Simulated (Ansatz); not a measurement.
`[BH2][AlH][CH3]` + `N=C=O` → `[CH3][AlH][N]=C=O` + BH₃ at 600 K and 1 bar (cleavage of the Al–B bond).

Gas-phase electronic energies from Ansatz, PBE0-D4/def2-TZVP geometries. CBS: MP2 limit from def2 TZ/QZ plus the TZ coupled-cluster correction, frozen cores. This one scheme is used for every species. One conformer a species, not always the lowest.

```csv
species,CCSD(T)/CBS energy (Eh),H − E (kJ/mol),S (J/(mol·K))
`[BH2][AlH][CH3]`,-308.41798,214.3,401.3
`N=C=O`,-168.51995,83.3,274.5
`[CH3][AlH][N]=C=O`,-450.45557,205.1,451.0
BH₃,-26.55200,91.5,217.3
```

H − E and S are ideal-gas, rigid-rotor, harmonic terms from PBE0-D4/def2-TZVP, for one conformer and one mirror image of each species. 1 Eh = 2625.50 kJ/mol, R = 8.31446 J/(mol·K).

**Question.** By hand: ΔE, ΔH, ΔS and ΔG.

**Answer.** ΔE = (-450.45557) + (-26.55200) − (-308.41798) − (-168.51995) = -0.06964 Eh = -182.8 kJ/mol. Δ(H − E) = 205.1 + 91.5 − 214.3 − 83.3 = -1.0, so ΔH = -183.8 kJ/mol. ΔS = 451.0 + 217.3 − 401.3 − 274.5 = -7.5 J/(mol·K). ΔG = -183.8 − 600 × (-7.5)/1000 = -179.3 kJ/mol.

**Question.** By hand: the equilibrium constant, and the temperature at which ΔG would vanish if ΔH and ΔS stayed fixed.

**Answer.** log₁₀ K = −ΔG/(RT ln 10) = 15.6. ΔG = 0 at ΔH/ΔS = 24507 K, far beyond where these terms or the molecules hold.

The number of gas molecules stays the same, so ΔS is small and ΔH decides. A doubt of 5 kJ/mol in ΔE shifts log₁₀ K by 0.4 here. Other conformers and mirror images would add mixing entropy, several J/(mol·K) or more a flexible species. Modes under 60 cm⁻¹, often nearly free rotors, make the harmonic entropy too high. These are equilibria of isolated gas molecules and say nothing of rates. Largest T1 diagnostic: 0.018 (customary marks: 0.02 for closed shells, 0.045 for open ones).
